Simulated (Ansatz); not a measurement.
Correlation energies of `BC(S)/C=[N]\[GaH2]` by basis set

Z-matrix (Å, degrees):
```
C
S 1 1.807
C 1 1.568 2 111.7
B 1 1.552 2 115.7 3 122.3
H 1 1.097 2 107.2 3 -115.1
Ga 2 2.559 1 93.5 3 -8.2
H 2 1.342 1 97.9 3 -104.6
N 3 1.239 1 126.2 2 9.1
H 3 1.099 1 111.0 2 -170.6
H 4 1.195 1 118.2 2 172.8
H 4 1.195 1 121.8 2 -10.7
H 6 1.565 2 104.3 1 119.7
H 6 1.569 2 103.8 1 -109.1
```

Total charge 0; spin multiplicity 1. Correlated methods include outer-core shells of Ga, which these sets cover unevenly. Scalar relativity is left out up to krypton. All single points use the PBE0-D4/def2-TZVP geometry. It is one conformer, not always the lowest. Frozen core, restricted reference, the Gaussian-basis code of Ansatz.

| basis | HF (Eh) | MP2 corr. |
| --- | --- | --- |
| def2-SVP | -2479.19213 | -0.86794 |
| def2-TZVPP | -2479.75815 | -1.04330 |
| def2-QZVPP | -2479.81690 | -1.34713 |

**Question.** Estimate the CCSD correlation energy and the (T) correction in each basis where they were run (hartree).

**Answer.** 
```
     basis  CCSD corr.       (T)
  def2-SVP    -0.91732  -0.03401
def2-TZVPP    -1.08855  -0.05153
```
